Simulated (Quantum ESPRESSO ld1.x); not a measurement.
Question: Ce22+, configuration [Kr]. Calculated with ld1.x of Quantum ESPRESSO 7.5: Dirac Kohn-Sham, relativistic LDA (MacDonald-Vosko exchange, VWN5 correlation), spin-unpolarised, spherical densities, point nucleus. Some entries of the table are withheld. Estimate them.

orbital,occ.,eigenvalue (eV),r(max) (bohr),<r^2> (bohr^2)
1s1/2,2,-40621.0,0.016,0.0008271
2s1/2,2,-7040.59,0.090,0.01306
2p1/2,2,-6691.56,0.068,0.009564
2p3/2,4,-6249.09,0.073,0.01082
3s1/2,2,-1981.59,(1),0.08768
3p1/2,2,(2),0.242,0.08221
3p3/2,4,(3),0.252,0.08940
3d3/2,4,-1486.41,0.201,0.07224
3d5/2,6,-1466.99,0.204,0.07424
4s1/2,2,-814.148,0.569,0.3904
4p1/2,2,-755.657,0.573,0.4000
4p3/2,4,-731.488,0.592,0.4254

Answer: 
(1) 3s1/2 r(max) (bohr): 0.254
(2) 3p1/2 eigenvalue (eV): -1833.50
(3) 3p3/2 eigenvalue (eV): -1744.62
